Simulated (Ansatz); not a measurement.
Abridged output of a molecular run in Ansatz:

```
Functional definition: HF
1517 factors; integrals over basis functions are off by at most 5.1e-4 eV
mean field evaluation 1: about -14039.9864 eV, gradient 9.1e1 eV
mean field evaluation 2: about -14040.2770 eV, gradient 9.2e1 eV
mean field evaluation 4: about -14053.4863 eV, gradient 1.8e1 eV
mean field evaluation 8: about -14054.0341 eV, gradient 1.6e0 eV
mean field evaluation 16: about -14054.0410 eV, gradient 2.2e-6 eV
mean field -14054.04103898 eV, -516.4764820114 hartree, gradient 2.2e-6 eV, S^2 0.000000; 0 other end points of the search recorded, 0 dependent functions left out
5 core orbitals not correlated: weight in the atoms' cores, before any rotation towards them, 1.000 or more for the frozen orbitals, at most 0.000 for the correlated occupied ones
reference -14054.04103898 eV, -516.4764820114 hartree; 24, 24 occupied and 196, 196 virtual orbitals, 1517 factors
second order -50.19966206 eV of doubles, -0.00000000 eV of singles
cycle   1  -45.19872785 eV  change     5.0e0 eV  update   3.4e-1
cycle   2  -47.59161083 eV  change    -2.4e0 eV  update   2.6e-1
cycle   3  -48.00098249 eV  change   -4.1e-1 eV  update   5.1e-2
cycle   4  -48.05621543 eV  change   -5.5e-2 eV  update   2.6e-2
cycle   5  -48.00264166 eV  change    5.4e-2 eV  update   7.7e-3
cycle   6  -47.99825435 eV  change    4.4e-3 eV  update   3.6e-3
cycle   7  -48.00148642 eV  change   -3.2e-3 eV  update   1.6e-3
cycle   8  -48.00088586 eV  change    6.0e-4 eV  update   7.1e-4
cycle   9  -48.00072732 eV  change    1.6e-4 eV  update   3.8e-4
cycle  10  -48.00145328 eV  change   -7.3e-4 eV  update   1.8e-4
cycle  11  -48.00135964 eV  change    9.4e-5 eV  update   1.3e-4
cycle  12  -48.00101977 eV  change    3.4e-4 eV  update   5.0e-5
cycle  13  -48.00115885 eV  change   -1.4e-4 eV  update   3.0e-5
cycle  14  -48.00109831 eV  change    6.1e-5 eV  update   1.4e-5
cycle  15  -48.00109504 eV  change    3.3e-6 eV  update   5.8e-6
perturbative correction -2.46359304 eV, -0.0905353744 hartree
Total energy: -14104.50572706 eV, -518.3310250921 hartree
```

Its atoms:

```xyz
7

O    -0.856    1.370    0.630
Mo   -0.266   -0.101    0.195
O     1.207    0.141   -0.894
F     0.877   -0.464    1.602
F    -1.265   -1.466    0.935
F    -1.276   -0.467   -1.310
H     1.578    0.988   -1.158
```

(1) Which basis set was used?
A. cc-pV(D+d)Z
B. def2-QZVPP
C. def2-TZVPP
D. def2-SVPD

(2) Write the keys of the input that set method, charge and spin (a neutral closed shell needs none for the last two).

## Answers

(1) C. It gives 225 functions.

(2) 
```yaml
correlation: {method: ccsd_t}
```
